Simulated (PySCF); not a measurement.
Oxygen: a sound run and one with changed settings

Sound run: O⁺ [He] 2s2 2p3, O²⁺ [He] 2s2 2p2. All numbers are calculated (PySCF 2.14, the spin-free X2C one-electron Hamiltonian (Gaussian nucleus), in cc-pVDZ-DK). In the sound run the correlated levels freeze 1s2. The sound run starts from symmetry-adapted Hartree-Fock orbitals and uses a fine grid where one is needed.

Changed run: basis STO-3G, all-electron and non-relativistic. This setting is unsound on purpose.

| species | method | sound run (hartree) | changed run (hartree) | converged |
| --- | --- | --- | --- | --- |
| O⁺ | UHF | -74.40485 | -73.44358 | yes |
| O⁺ | PBE | -74.52821 | -73.52932 | yes |
| O⁺ | r2SCAN | -74.58759 | -73.60160 | yes |
| O⁺ | MP2 | -74.47476 | -73.44358 | yes |
| O²⁺ | UHF | -73.13383 | -72.10797 | yes |
| O²⁺ | PBE | -73.22886 | -72.17774 | yes |
| O²⁺ | r2SCAN | -73.28128 | -72.23888 | yes |
| O²⁺ | MP2 | -73.18937 | -72.11973 | yes |
| O²⁺ | CCSD(T) | -73.21221 | -72.12986 | yes |

Ionisation energy of O⁺:

| method | sound run (eV) | changed run (eV) |
| --- | --- | --- |
| UHF | 34.586 | 36.344 |
| PBE | 35.357 | 36.778 |
| r2SCAN | 35.546 | 37.081 |
| MP2 | 34.977 | 36.024 |
| SCS-MP2 | 34.779 | 35.960 |

A minimal basis cannot let orbitals breathe on ionisation and holds almost no correlation. The Hamiltonian changed with the basis, so the totals do not compare.

For comparison, NIST gives 35.121 eV between the lowest levels.
